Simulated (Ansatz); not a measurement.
One change: `O=C=N[Si](F)(Cl)Cl` becomes `N#C[Si](F)(Cl)Cl`.

Ansatz, PBE0-D4/def2-TZVP geometries, multiplicity 1. Each molecule was computed in one conformer, which needn't be the lowest.

| property | `O=C=N[Si](F)(Cl)Cl` |
| --- | --- |
| HOMO energy (PBE0/def2-TZVPP) / eV | -9.43 |
| LUMO energy (ωB97M-V/def2-TZVPP) / eV | 1.85 |
| zero-point energy (PBE0-D4/def2-TZVP) / kJ/mol | 55.9 |
| HOMO–LUMO gap (ωB97M-V/def2-TZVPP) / eV | 13.48 |
| LUMO energy (PBE0/def2-TZVPP) / eV | -0.34 |
| HOMO energy (ωB97M-V/def2-TZVPP) / eV | -11.64 |

Q: Give the same properties after the change, and the shifts. (Best estimate.)

A: The calculation gave: 
```csv
property,`N#C[Si](F)(Cl)Cl`,shift
HOMO energy (PBE0/def2-TZVPP) / eV,-10.18,-0.75
LUMO energy (ωB97M-V/def2-TZVPP) / eV,0.68,-1.17
zero-point energy (PBE0-D4/def2-TZVP) / kJ/mol,40.8,-15.1
HOMO–LUMO gap (ωB97M-V/def2-TZVPP) / eV,13.11,-0.37
LUMO energy (PBE0/def2-TZVPP) / eV,-1.47,-1.13
HOMO energy (ωB97M-V/def2-TZVPP) / eV,-12.43,-0.79
```

With PBE0 the HOMO falls by 0.75 eV and the LUMO falls by 1.13 eV, so the gap narrows by about 0.38 eV. PBE moves the HOMO by -0.75 eV and ωB97M-V by -0.79 eV. The zero-point energy changes by -15.1 kJ/mol with -3 modes.
